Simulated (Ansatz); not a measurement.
Consider the redistribution: `[BH2][SbH][SiH3]` + `[F][GeH2][SiH2][SiH3]` → `[BH2][GeH2][SiH2][SiH3]` + `[F][SbH][SiH3]`.

Gas-phase electronic energies from Ansatz, PBE0-D4/def2-TZVP geometries. CCSD(T)/CBS adds triple-zeta CCSD(T) − MP2 to the extrapolated MP2 energy (def2 sets, frozen cores). Functionals use def2-TZVPP. Elements past krypton have def2 core potentials. For Ge, Sb outer-core shells are correlated without core-valence functions, which leaves a few kJ/mol of doubt a bond. Scalar relativity is left out up to krypton. One conformer a species, not always the lowest.

```json
{"level": "ωB97M-V", "ΔE (eV)": "0.55"}
{"level": "PBE", "ΔE (eV)": "0.47"}
```

**Question.** What does CCSD(T)/CBS give? (Best estimate.)

**Answer.** Computed: +0.53 eV. The listed levels differ from it by 0.02, -0.06 eV.

Largest T1 diagnostic among the species: 0.015.

From PBE to PBE0 (25 % exact exchange), in def2-TZVPP and without D4, ΔE moves by +0.08 eV.
